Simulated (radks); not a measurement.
Species: Ce I. Configuration: [Xe] 4f1 5d1 6s2.

Method: scalar-relativistic Kohn-Sham, LDA (Slater exchange, Perdew-Wang correlation), spin-unpolarised, spherical densities, point nucleus; computed with a radial shooting solver on a logarithmic mesh with Libxc functionals.

Energy parts (hartree):
total: -8853.8868
kinetic: 9382.3948
electron-nucleus: -21453.5508
Hartree: 3419.8627
exchange-correlation: -202.5935

Orbitals (lengths in bohr, moments of r in powers of bohr):
orbital  occ.  eigenvalue (hartree)      <r^2>
1s          2             -1478.421  0.0008220
2s          2             -236.7565    0.01308
2p          6             -212.1444    0.01042
3s          2             -50.96437    0.08895
3p          6             -43.13621    0.08891
3d         10             -31.98703    0.07590
4s          2             -10.29797     0.4589
4p          6              -7.74039     0.5185
4d         10              -4.05852     0.6434
4f          1              -0.20629      1.617
5s          2              -1.49677      2.579
5p          6              -0.85636      3.514
5d          1              -0.11686      10.48
6s          2              -0.14263      20.94

The highest occupied level is 5d at -3.180 eV. Summed over all electrons, <r^2> = 92.26 bohr^2, which gives a Langevin (diamagnetic) susceptibility term of -73.1 x 10^-6 cm^3/mol.
